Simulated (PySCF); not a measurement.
**Unknowns**

In vacuum, relativity neglected, averaged over atoms made equivalent by symmetry, fast rotation or ring inversion, single conformer. Structure optimised with GFN2-xTB; σ from GIAO-PBE0/pcSseg-1; PySCF.

Scale: 1H (σref 31.72), 13C (σref 186.93) against TMS (reference shieldings calculated alike). Splittings of carbon signals by F and P are missing where no couplings were computed. Where no couplings were computed, multiplicities follow the n + 1 count of equivalent neighbours, and m marks all less simple cases (inequivalent or close neighbours, rings, F or P nearby). Shifts are as computed. Against solution values, carbons near 30 ppm lie about +3 ppm off and those near 130 ppm about +5 ppm. Of 1211 compounds with measured shifts, 218 miss one by over three times the rms of a fit or turn the order of signals round; such compounds aren't used in these exercises. OH and NH positions are gas-phase values without hydrogen bonding to other molecules.

Q: C₄H₈O₂Si₂. 1H NMR (500 MHz, computed): δ 5.53 (m, 1H), 4.17 (m, 1H), 4.01 (m, 1H), 2.63 (m, 1H), 0.95 (m, 1H), 0.89 (m, 1H), 0.58 (m, 1H), 0.54 (m, 1H). 13C{1H} NMR (computed): δ 180.1 (C), 55.6 (CH2), -1.6 (CH2), -1.7 (CH2). What is it?

A: `O=C1OC[Si@H]1[SiH]1CC1`. Rings plus π bonds: 3 (2 rings in the answer). 4 carbon signals for 4 carbons: no two carbons are equivalent. Carbon types of the structure: 1 × C, 3 × CH2, leaving 2 H on heteroatoms. δC 180.1: carbonyl carbon. δC 55.6: sp3 CH2 bonded to O and Si; the inductive effect lowers its shielding. δC -1.6, -1.7: three-membered-ring carbon; carbons of three-membered rings are unusually shielded. δH 4.17, 4.01: hydrogen on an sp3 CH2 bonded to O and Si; its carbon carries O, hence the downfield position.

The data come from this structure; uniqueness wasn't tested.

Q: C₄H₁₀NOP. 1H NMR (600 MHz, computed): δ 2.70 (m, 3H), 2.33 (m, 3H), 1.60 (br s, 1H), 1.13 (m, 3H). 13C{1H} NMR (computed): δ 235.8 (C), 36.7 (CH3), 32.3 (CH3), 22.4 (CH3). What is it?

A: `CNP(C)C(C)=O`. 4 carbon signals for 4 carbons: no two carbons are equivalent. Carbon types of the structure: 1 × C, 3 × CH3, leaving 1 H on heteroatoms. δC 235.8: carbonyl carbon. δC 36.7: methyl carbon bonded to N; the inductive effect lowers its shielding. δH 2.33: hydrogen on a methyl carbon α to a carbonyl; α to C=O. δH 1.60: hydrogen on a nitrogen bonded to C, P; labile proton, position sensitive to the medium.

The shifts were computed for this structure.
